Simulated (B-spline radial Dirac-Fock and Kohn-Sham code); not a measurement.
ΔSCF core binding energies without Breit or QED terms, calculated with a radial finite-basis atomic code.

A sound run for the Pr atom, configuration 1s2 2s2 2p6 3s2 3p6 3d10 4s2 4p6 4d10 4f3 5s2 5p6 6s2: The ground state converged in 13 iterations, with total energy -9238.15132 Ha, virial ratio 1.92982 and highest orbital energy -4.67 eV. ΔSCF binding energies: K (1s) 42155.9 eV, L3 (2p3/2) 5979.3 eV, M5 (3d5/2) 934.0 eV.

A second run, with one unsound setting: The ground state converged in 8 iterations, with total energy -8827.55747 Ha, virial ratio 1.80050 and highest orbital energy 1904.98 eV. ΔSCF binding energies: K (1s) 41504.7 eV, L3 (2p3/2) 5388.9 eV, M5 (3d5/2) 436.7 eV.

```
iter   energy (Ha)        error
   1    -8820.73104840  1.91e+00
   2    -8827.18897019  2.68e-01
   3    -8827.50621094  9.44e-02
   4    -8827.55030662  3.41e-02
   5    -8827.55701446  1.06e-02
   6    -8827.55747371  1.40e-04
   7    -8827.55747386  7.09e-06
   8    -8827.55747386  1.91e-07
```

Q: Which fault fits the second run best?
A. box too small
B. speed of light below Z
C. tolerance below the noise
D. too few iterations

A: A. The input had rmax = 1.0: rmax squeezes the outer orbitals.
